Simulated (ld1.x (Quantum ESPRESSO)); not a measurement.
**Cutoff test, B, TM**

```json
{"Element": "boron", "Generator": "ld1.x (Quantum ESPRESSO) 7.5", "Type": "norm-conserving Troullier–Martins (Kleinman–Bylander form)", "Functional": "PBE", "Relativity": "scalar-relativistic", "Frozen core": "[He]", "Valence charge": "3", "Reference configuration": "2s2 2p1", "Partial waves": "2s (bound): rc 1.05 bohr; 2p (bound): rc 2.20 bohr; 3d channel at 0.15 Ry: rc 2.00 bohr", "Local potential": "all-electron potential smoothed inside 1.00 bohr (lloc = -2)", "Core correction": "a·sin(br)/r model core inside 0.85 bohr"}
```

The pseudo-atom Hamiltonian at the reference potential is diagonalised in spherical Bessel functions j_l(qr) that vanish at 20 bohr, with q² up to the cutoff. All-electron valence levels (Ry): 2s -0.6940, 2p -0.2651.

How do the lowest levels (Ry) of each channel move with the cutoff, and are there ghosts?

```csv
cutoff (Ry),s #1,p #1,p #2,d #1,f #1,Σ f·Δε (mRy)
8,-0.6513,-0.1949,0.0338,0.0662,0.1130,155.8
18,-0.6852,-0.2608,0.0295,0.0662,0.1130,22.0
35,-0.6881,-0.2650,0.0293,0.0662,0.1130,12.1
50,-0.6913,-0.2651,0.0293,0.0662,0.1130,5.5
80,-0.6935,-0.2651,0.0293,0.0662,0.1130,1.1
120,-0.6938,-0.2651,0.0293,0.0662,0.1130,0.6
400,-0.6940,-0.2651,0.0293,0.0662,0.1130,0.0
```

Result: no extra level below or beside the all-electron valence levels (s, p, d, f tested); 10 mRy is reached at 45 Ry and 1 mRy at 100 Ry.
